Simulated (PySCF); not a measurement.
C5H9F3Si.
SMILES with atom numbers: `[F:1][C:2]([F:3])([F:4])[C@@H:5]1[CH2:6][CH2:7][CH2:8][SiH2:9]1`

Geometry (GFN2-xTB, Å), atoms numbered from 1 in this order:
```
atom  x, y, z in Å
F1     2.7968    1.0699   -0.7536
C2     2.1248   -0.0366   -0.3770
F3     2.4151   -0.2138    0.9250
F4     2.7128   -1.0605   -1.0280
C5     0.6558    0.0345   -0.6446
C6    -0.0027    1.1943    0.1094
C7    -1.5008    0.9104    0.1636
C8    -1.6966   -0.5117    0.7028
Si9   -0.2782   -1.5378   -0.0529
H10    0.5485    0.1794   -1.7221
H11    0.2071    2.1535   -0.3679
H12    0.3954    1.2291    1.1264
H13   -1.9132    0.9810   -0.8449
H14   -2.0109    1.6454    0.7877
H15   -1.6206   -0.5019    1.7908
H16   -2.6901   -0.8837    0.4628
H17    0.4950   -2.2972    0.9254
H18   -0.6469   -2.3481   -1.2144
```

NICS is the negative of the GIAO shielding at a point without a nucleus: at the ring centre (0) and 1 Å above and below it (1); zz is the component along the ring normal. Level: GIAO PBE0/pcSseg-1 (PySCF, non-relativistic, gas phase) on the GFN2-xTB geometry, one conformer.

Ring bond lengths (Å), with Mayer bond orders in brackets: C5–C6 1.532 (0.97), C6–C7 1.526 (1.03), C7–C8 1.533 (1.03), C8–Si9 1.907 (0.92), Si9–C5 1.922 (0.81).

Q: What do the NICS probes read (ppm)?

A: 
```csv
ring,type,NICS(0),"NICS(1), two faces","NICS(1)zz, two faces",rms pucker (Å),"centre to ring atoms, mean (Å)"
C5–C6–C7–C8–Si9,5-membered ring with Si; formal bonds all single,-5.1,-4.1 / -3.9,-2.7 / -1.4,0.20,1.40
```

Q: What do they say, and how far can they be read as aromaticity?

A: 
- C5–C6–C7–C8–Si9: mean NICS(1)zz -2.0 ppm, near zero. C5, C6, C7, C8, Si9 have four or more neighbours, so the value isn't read as a sign of a π ring current.
